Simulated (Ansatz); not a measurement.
`C[SiH2][SiH2]F` → `[CH2]` (triplet) + `F[SiH2][SiH3]` at 400 K and 1 bar (formal loss of a carbene).

Isolated molecules relaxed with PBE0-D4/def2-TZVP in Ansatz; ΔE leaves out vibrations. CCSD(T)/CBS is the MP2 limit (def2-TZVPP, def2-QZVPP) plus CCSD(T) − MP2 in def2-TZVPP, frozen cores. This one scheme is used for every species. Triplets are unrestricted, without spin–orbit coupling. One conformer a species, not always the lowest.

```tsv
species	CCSD(T)/CBS energy (Eh)	H − E (kJ/mol)	S (J/(mol·K))
`C[SiH2][SiH2]F`	-720.27653	227.3	386.6
`[CH2]` (triplet)	-39.09499	59.0	205.7
`F[SiH2][SiH3]`	-681.00067	143.3	339.5
```

H − E and S are ideal-gas, rigid-rotor, harmonic terms from PBE0-D4/def2-TZVP, for one conformer and one mirror image of each species, with the whole ground term of open shells counted as degenerate. 1 Eh = 2625.50 kJ/mol, R = 8.31446 J/(mol·K).

Q: By hand: ΔE, ΔH, ΔS and ΔG.

A: ΔE = (-39.09499) + (-681.00067) − (-720.27653) = 0.18087 Eh = 474.9 kJ/mol. Δ(H − E) = 59.0 + 143.3 − 227.3 = -25.0, so ΔH = 449.9 kJ/mol. ΔS = 205.7 + 339.5 − 386.6 = 158.6 J/(mol·K). ΔG = 449.9 − 400 × (158.6)/1000 = 386.5 kJ/mol.

Q: By hand: the equilibrium constant, and the temperature at which ΔG would vanish if ΔH and ΔS stayed fixed.

A: log₁₀ K = −ΔG/(RT ln 10) = -50.5. ΔG = 0 at ΔH/ΔS = 2837 K, far beyond where these terms or the molecules hold.

The number of gas molecules changes by +1, which sets the sign of ΔS. A doubt of 5 kJ/mol in ΔE shifts log₁₀ K by 0.7 here. Other conformers and mirror images would add mixing entropy, several J/(mol·K) or more a flexible species. Modes under 60 cm⁻¹, often nearly free rotors, make the harmonic entropy too high. A triplet takes part, so the spin changes. These are equilibria of isolated gas molecules and say nothing of rates. Largest T1 diagnostic: 0.012 (customary marks: 0.02 for closed shells, 0.045 for open ones).
